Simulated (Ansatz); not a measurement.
Cost and result up the ladder for Mo₃Se₈ (11 atoms). The state is a singlet with charge 0. Geometry: PBE-D4/def2-SVP.

Cartesian coordinates in Å:
```
Mo 0.326 -1.271 -0.398
Mo -0.828 -0.359 1.842
Mo -0.038 1.370 -0.040
Se -1.929 1.784 1.489
Se -0.709 -1.742 -2.564
Se 1.086 -0.262 3.020
Se 0.392 0.411 -2.610
Se -1.337 -2.547 0.900
Se -1.261 2.081 -2.035
Se 2.453 -1.954 -0.097
Se 1.846 2.488 0.494
```

Ansatz on 2 threads of AMD EPYC 7R13 on a shared host and a share (18 GiB) of an NVIDIA H100 80GB HBM3. Times are rough, and most runs start from the orbitals of an earlier one. No level here is sound enough to serve as a yardstick. Binding counts from free atoms at the same level (Mo septet, Se triplet; other spins of the atoms weren't run), without zero-point energy or a counterpoise term.

In the def2 sets Mo takes a core potential; there is no spin–orbit coupling. Correlated methods freeze 72 core orbitals; core or outer-core shells of Mo, Se are correlated, in sets that lack core-valence functions. Single mean-field runs in def2-TZVP are fitted with def2-universal-jkfit. No other spin state of charge 0 was run. Another isomer (singlet) lies 0.16 eV lower at PBE0-D4/def2-TZVP; other spin states weren't run for this one.

Run but left out: MP2/def2-TZVP (restricted singlet, unstable towards broken spin symmetry).

Correlated methods converge slowly with the basis.

| level | functions | wall time | binding energy per atom (eV) | remarks |
| --- | --- | --- | --- | --- |
| PBE-D4/def2-SVP | 349 | 4.2 s | 3.80 | restricted SCF unstable in HF |
| r2SCAN-D4/def2-TZVP | 504 | 5 s | 3.42 | restricted SCF unstable in HF |
| PBE-D4/def2-TZVP (with forces) | 504 | 5.5 s | 3.78 | – |
| PBE0-D4/def2-SVP | 349 | 6.5 s | 3.31 | restricted SCF unstable in HF |
| RPA@PBE/def2-TZVP | 504 | 8 s | 3.17 | – |
| PBE0-D4/def2-TZVP | 504 | 8.5 s | 3.31 | restricted SCF unstable in HF |
| CAM-B3LYP-D4/def2-TZVP | 504 | 8.5 s | 3.16 | restricted SCF unstable in HF |
